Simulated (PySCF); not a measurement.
PySCF input file for C5H2F6O2, SMILES O=C(C=C(O)C(F)(F)F)C(F)(F)F, B3LYP/pcSseg-1. Geometry: PBE0-D3(BJ)/def2-SVP. One conformer was computed; it need not be the lowest.

```python
import numpy as np
from pyscf import gto, scf, dft
from pyscf.prop.nmr import rks as nmr

mol = gto.M(
    atom='''
    O    -2.18195760    0.29886901   -1.76508648
    C    -1.35165235    0.12818223   -0.74731965
    C    -0.00426562    0.13838603   -0.86389531
    C     0.96217487   -0.04524609    0.21706900
    O     0.73228606   -0.23907115    1.38282578
    C     2.43049671    0.03093532   -0.26305352
    F     2.66909610    1.22207440   -0.82258535
    F     2.65892158   -0.90183492   -1.19419402
    F     3.27263324   -0.14729708    0.73203465
    C    -2.12540902   -0.07913204    0.56082411
    F    -1.82868298    0.86921257    1.43691674
    F    -1.85094364   -1.26445637    1.08508399
    F    -3.43164536   -0.02695993    0.32763465
    H    -1.68164359    0.42719901   -2.58209243
    H     0.40653747    0.29901690   -1.86558579
    ''',
    basis='pcSseg-1',
    charge=0,
    spin=0,
    max_memory=1600,
    verbose=3,
)
mf = dft.RKS(mol, xc='b3lyp').density_fit(auxbasis='def2-universal-jkfit')
mf.grids.level = 3
mf.conv_tol = 1e-10
mf.max_cycle = 100
mf.kernel()
n = nmr.NMR(mf)
n.verbose = 2
n.max_cycle_cphf = 60
sigma = n.kernel()
print('atom   isotropic/ppm   span/ppm')
for i, s in enumerate(sigma):
    w = np.linalg.eigvalsh((s + s.T) / 2)
    print(f'{mol.atom_symbol(i):2s}{i + 1:3d} {w.mean():14.3f} {w[2] - w[0]:11.3f}')
```

Program output:

```
converged SCF energy = -941.148203507373
atom   isotropic/ppm   span/ppm
O   1        174.337     128.927
C   2          8.855     197.219
C   3         77.384     139.048
C   4         -0.943     185.862
O   5       -297.049    1243.845
C   6         55.977      34.895
F   7        260.943     167.343
F   8        261.211     167.931
F   9        279.151     133.142
C  10         53.768      28.484
F  11        249.975     155.011
F  12        249.715     154.935
F  13        264.806     148.904
H  14         26.340      13.573
H  15         25.824       9.109
```

Self-consistency was reached.

Cost: very roughly 3 core-minutes.
